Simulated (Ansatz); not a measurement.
Geometry optimisation, RKS PBE/def2-SVP (Ansatz 0.2.0).

Input:

```yaml
crystal:
  periodic: [false, false, false]
  atoms:
    - { symbol: B, position_ang: [0.075305, 0.420215, -0.393562] }
    - { symbol: Cl, position_ang: [-0.057013, 0.027346, 2.644451] }
    - { symbol: O, position_ang: [1.315414, -0.075727, -0.607073] }
    - { symbol: H, position_ang: [1.300842, -0.990188, -0.950501] }
    - { symbol: F, position_ang: [-1.029367, -0.265352, -0.714671] }
    - { symbol: H, position_ang: [-0.026782, 1.54285, 0.027107] }
    - { symbol: H, position_ang: [0.146801, 1.059155, 1.815649] }
basis:
  gaussian: { orbitals: def2-SVP }
hamiltonian:
  xc: pbe
relax:
  f_tol: 0.03
  max_steps: 50
```

Command:

```bash
$ ansatz run input.yaml --threads 1 --pin off --max-ram 2048MiB --backend cpu --events-out ev --progress --plain --runs-dir out
```

Task: Where does it end, and by what steps?

Result: The run converged. The force dipped under the threshold on the way, but the program's further checks kept it going. After 45 steps the energy has fallen by 0.157 eV; F5 moved furthest, 1.48 Å.

```csv
step,energy less start (eV),largest force component (eV/Å),accepted
0,0.0000,0.754,yes
2,0.1688,2.284,no
4,-0.0405,0.422,yes
6,-0.0471,0.093,yes
8,-0.0480,0.052,yes
10,-0.0401,0.610,no
12,-0.0483,0.296,no
14,-0.0511,0.063,yes
16,-0.0516,0.337,yes
18,-0.0609,0.199,yes
20,-0.0742,0.748,yes
22,-0.1032,0.685,yes
24,-0.1337,0.281,yes
26,-0.1403,0.078,yes
28,-0.1417,0.285,no
30,-0.1471,0.090,yes
32,-0.1481,0.210,yes
34,-0.1512,0.150,yes
36,-0.1533,0.069,yes
38,-0.1521,0.338,no
40,-0.1557,0.159,yes
42,-0.1563,0.098,yes
44,-0.1569,0.065,yes
45,-0.1572,0.028,yes
```

```xyz
7
Properties=species:S:1:pos:R:3
B -0.182 0.494 -0.785
Cl 0.596 0.537 3.247
O 0.652 -0.118 0.102
H 1.072 -0.926 -0.254
F -0.343 -0.024 -2.006
H -0.765 1.500 -0.453
H 0.697 0.255 1.971
```

Whether the end is a true minimum wasn't checked by a vibrational analysis.

Time of the run: 100 s on 1 thread of Arm Neoverse V1, on a shared host, peak memory 0.15 GiB.
